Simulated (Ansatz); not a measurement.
Na₃Br₄. The state is a doublet with charge 0. Geometry r2SCAN-D4/def2-SVP; atoms count from 1.

```xyz
7

Na   -0.0174   -2.1476   -0.1936
Na   -0.9631    1.2971   -2.2326
Na    0.6277    1.3498    1.5601
Br    2.1503   -1.0679    1.3387
Br   -1.0007   -1.3566   -2.5415
Br   -0.6024   -1.0988    2.4131
Br   -0.1943    3.0240   -0.3442
```

In the doublet, Br4 and Br6 lie 2.96 Å apart (atoms count from 1), so these atoms are partly bonded to each other. The structure comes from a short search, and lower isomers may exist.

(1) Estimate the Mulliken populations from the PBE0/def2-TZVP orbitals of Ansatz.

(2) Where does the spin sit?

(3) And the Mayer bond orders between heavy atoms (over 0.3)?

## Answers

(1) 
```
atom  charge (e)  spin (α − β)
 Na1        0.64         -0.01
 Na2        0.65          0.00
 Na3        0.64         -0.01
 Br4       -0.31          0.51
 Br5       -0.65          0.00
 Br6       -0.31          0.51
 Br7       -0.65          0.00
```
Mulliken values depend strongly on the basis.

(2) Summed by element: Na -0.02, Br 1.02, of 1 unpaired in all. Largest on single atoms: Br6 0.51, Br4 0.51, Na1 -0.01.

(3) Na1–Br5 0.33 (2.67 Å); Na2–Br5 0.33 (2.67 Å); Na2–Br7 0.33 (2.67 Å); Na3–Br7 0.33 (2.67 Å); Br4–Br6 0.48 (2.96 Å).
